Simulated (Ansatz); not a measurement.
BFH4O2Si, SMILES `O[SiH2]OBF` from Hartree–Fock to CCSD(T)

Cartesian coordinates in Å:
```
O 0.251 0.500 1.738
Si -0.866 0.496 0.545
O -0.264 -0.030 -0.897
B 0.876 -0.542 -1.382
F 0.947 -0.797 -2.680
H 0.504 -0.328 2.146
H -1.996 -0.407 0.867
H -1.281 1.899 0.364
H 1.829 -0.790 -0.702
```

Total charge 0; spin multiplicity 1. Geometry: relaxed with PBE0-D4/def2-TZVP. It is one conformer, not always the lowest. Frozen core, restricted reference, Ansatz. CBS rows extrapolate triple and quadruple zeta; past MP2 they add the triple-zeta difference.

```tsv
basis	HF (Eh)	MP2 corr.	CCSD corr.	(T)	CCSD(T) total
def2-SVP	-565.00597	-0.72783	?	-0.01548	?
def2-TZVPP	-565.46628	?	?	-0.03152	?
def2-QZVPP	-565.48926	?	–	–	–
CBS(def2)	-565.49243	-1.07541	-1.09973	as TZ	-566.62368
```

Task: Fill in the withheld values. (Estimate.)

Result: Ansatz gave: def2-SVP CCSD corr.: -0.76010; def2-SVP CCSD(T) total: -565.78155; def2-TZVPP MP2 corr.: -0.93719; def2-TZVPP CCSD corr.: -0.96151; def2-TZVPP CCSD(T) total: -566.45931; def2-QZVPP MP2 corr.: -1.01659.
